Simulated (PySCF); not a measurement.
Potassium: highly charged ions in a basis for the neutral atom

K¹⁷⁺ 1s2, K¹⁸⁺ 1s1. Calculation: PySCF 2.14, in Sapporo-DKH3-DZP-2012 (6s5p1d, 26 functions); the spin-free X2C one-electron Hamiltonian (Gaussian nucleus). No spin-orbit coupling, so a gap to NIST mixes the basis error with missing relativistic terms.

Changed run: basis of the neutral atom used for a highly charged ion. This setting is unsound on purpose.

```tsv
species	method	sound run (hartree)	changed run (hartree)	converged
K¹⁷⁺	UHF	not run	-350.83567	yes
K¹⁷⁺	PBE0	not run	-350.72177	yes
K¹⁷⁺	LDA	not run	-349.42207	yes
K¹⁸⁺	UHF	not run	-181.29310	yes
K¹⁸⁺	PBE0	not run	-181.21548	yes
K¹⁸⁺	LDA	not run	-180.51879	yes
```

Ionisation energy of K¹⁷⁺:

| method | changed run (eV) | NIST (eV) |
| --- | --- | --- |
| UHF | 4613.5 | 4610.8 |
| PBE0 | 4612.5 | 4610.8 |
| LDA | 4596.1 | 4610.8 |

The contracted functions were made for the neutral atom and can be too rigid for a highly charged ion.
